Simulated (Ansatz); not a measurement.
Reaction (ligand exchange at the Si–C bond): `NC[SiH](N)O` + `C=N` → `C=N[SiH](N)O` + CH₃NH₂

Computed with Ansatz on PBE0-D4/def2-TZVP structures; ΔE is electronic, products minus reactants. CCSD(T)/CBS adds triple-zeta CCSD(T) − MP2 to the extrapolated MP2 energy (def2 sets, frozen cores). This one scheme is used for every species. DFT in def2-TZVPP. B3LYP here is the variant with VWN-RPA as its local correlation; programs differ in this. Each species was taken in one conformer, which may not be the lowest.

(1) Is it downhill or uphill in electronic energy at CCSD(T)/CBS, and by how much? (An estimate is asked.)

(2) What do these levels give: ωB97X-V, B2PLYP, PBE, B3LYP, MP2/def2-QZVPP, CCSD/CBS(def2)? (Estimate.)

Largest T1 diagnostic among the species: 0.012.

Results:

(1) The calculation gave: Downhill: ΔE = -0.56 eV.

(2) The calculation gave: ωB97X-V -0.55, B2PLYP -0.61, PBE -0.53, B3LYP -0.62, MP2/def2-QZVPP -0.60, CCSD/CBS(def2) -0.58 eV.

In def2-TZVPP, CCSD(T) changes the Hartree–Fock value by +0.17 eV (the triples alone add +0.01 eV) and MP2 by +0.13 eV.
